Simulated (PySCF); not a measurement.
Two species compared at the same levels of theory.

First species: C₈H₁₂OSi.
SMILES: `CO[SiH2]c1ccc(C)cc1`

Second species: C5H14FNSi2.
SMILES with atom numbers: `[CH3:1][C@@H:2]([F:3])[C@@H:4]1[CH2:5][CH2:6][Si@@H:7]1[NH:8][SiH3:9]` (hydrogens: H10, H11, H12 on C1; H13 on C2; H14 on C4; H15, H16 on C5; H17, H18 on C6; H19 on Si7; H20 on N8; H21, H22, H23 on Si9)

Levels: PBE0/pcSseg-1 for dipole moment, HOMO energy, LUMO energy and HOMO–LUMO gap; GFN2-xTB for rotational constant A and rotational constant C. Geometries: GFN2-xTB. Each species is one conformer at its optimised geometry, gas phase, non-relativistic unless stated; the electronic structure was computed with PySCF and density fitting.

The conformers computed, where there is a choice (atom-mapped SMILES and torsion angles):
- `[CH3:1][O:2][SiH2:3][c:4]1[cH:5][cH:6][c:7]([CH3:8])[cH:9][cH:10]1`: C1–O2–Si3–C4 179°, O2–Si3–C4–C5 180°
- `[CH3:1][C@@H:2]([F:3])[C@@H:4]1[CH2:5][CH2:6][Si@@H:7]1[NH:8][SiH3:9]`: C1–C2–C4–C5 176°, C6–Si7–N8–Si9 100°

Task: Which has the higher HOMO energy?

Result: The first: -6.96 eV against -7.27 eV, a difference of 0.31 eV.

Task: Which of the two has the higher LUMO energy, and by how much?

Result: The second: 0.08 eV against -0.32 eV, a difference of 0.40 eV.

Task: Which has the higher HOMO–LUMO gap?

Result: The second: 7.35 eV against 6.64 eV, a difference of 0.71 eV.

Task: Which of the two has the higher rotational constant C, and by how much?

Result: The second: 0.522 GHz against 0.467 GHz, a difference of 0.055 GHz.

Task: Which has the higher dipole moment?

Result: The second: 2.03 D against 0.25 D, a difference of 1.78 D.

Task: Which has the higher rotational constant A?

Result: The first: 3.565 GHz against 1.779 GHz, a difference of 1.786 GHz.

On the first: The dipole equals about 0.8 × 10⁻³⁰ C·m (1 D = 3.33564 × 10⁻³⁰ C·m). GFN2-xTB frequencies show an imaginary mode (20i cm⁻¹), so this geometry is no minimum at that level.

On the second: A dipole of 2.03 D is allowed in C1, and pure rotational transitions are dipole-allowed. The dipole matches unit charges of opposite sign 0.42 Å apart (1 e·Å = 4.8032 D).
